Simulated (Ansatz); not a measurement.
Geometry optimisation, RKS PBE0-D4/def2-SVP in Ansatz 0.2.0.

Input:

```yaml
crystal:
  periodic: [false, false, false]
  atoms:
    - { symbol: Al, position_ang: [-0.162242, -0.331917, -0.029555] }
    - { symbol: O, position_ang: [-0.638128, -0.647813, 1.621984] }
    - { symbol: H, position_ang: [-1.567819, -0.770831, 1.833404] }
    - { symbol: Cl, position_ang: [1.845923, -0.584233, -0.519759] }
    - { symbol: Cl, position_ang: [-1.593718, 0.060534, -1.492418] }
    - { symbol: O, position_ang: [0.380299, 2.082128, 1.597174] }
    - { symbol: Si, position_ang: [1.930737, 2.672188, 1.861911] }
    - { symbol: H, position_ang: [2.926067, 1.566688, 1.988195] }
    - { symbol: H, position_ang: [2.247697, 3.517894, 0.680671] }
    - { symbol: H, position_ang: [1.972098, 3.502258, 3.103849] }
    - { symbol: H, position_ang: [0.069185, 1.363404, 2.194945] }
basis:
  gaussian: { orbitals: def2-SVP }
hamiltonian:
  xc: pbe0
  dispersion: d4
relax:
  f_tol: 0.03
  max_steps: 50
```

Run as:

```bash
$ ansatz run input.yaml --threads 4 --pin off --max-ram 5120MiB --backend cpu --events-out ev --progress --plain --runs-dir out
```

Task: Where does it end, and by what steps?

Result: The run converged. After 12 steps the energy has fallen by 0.972 eV; Cl5 moved furthest, 0.99 Å. Joined: Al1–O6 (2.96 → 1.92 Å).

```
step  energy less start (eV)  largest force component (eV/Å)  accepted
   0                  0.0000                           1.228       yes
   1                 -0.2532                           0.889       yes
   2                 -0.5840                           0.871       yes
   3                 -0.7549                           1.033       yes
   4                 -0.7685                           1.747       yes
   5                 -0.9151                           0.381       yes
   6                 -0.9292                           0.336       yes
   7                 -0.9477                           0.633       yes
   8                 -0.9594                           0.306       yes
   9                 -0.9683                           0.117       yes
  10                 -0.9699                           0.078       yes
  11                 -0.9711                           0.053       yes
  12                 -0.9717                           0.027       yes
```

```xyz
11
Properties=species:S:1:pos:R:3
Al -0.063 0.205 0.361
O -0.752 -0.649 1.685
H -1.386 -1.364 1.615
Cl 1.887 -0.322 -0.316
Cl -1.340 0.951 -1.148
O 0.404 1.632 1.559
Si 1.908 2.489 1.653
H 2.945 1.606 2.240
H 2.193 2.909 0.264
H 1.634 3.647 2.545
H -0.019 1.326 2.381
```

Whether the end is a true minimum wasn't checked by a vibrational analysis.

The run took 33 s on 4 threads of Arm Neoverse V2, with other jobs on the host, peak memory 0.34 GiB.
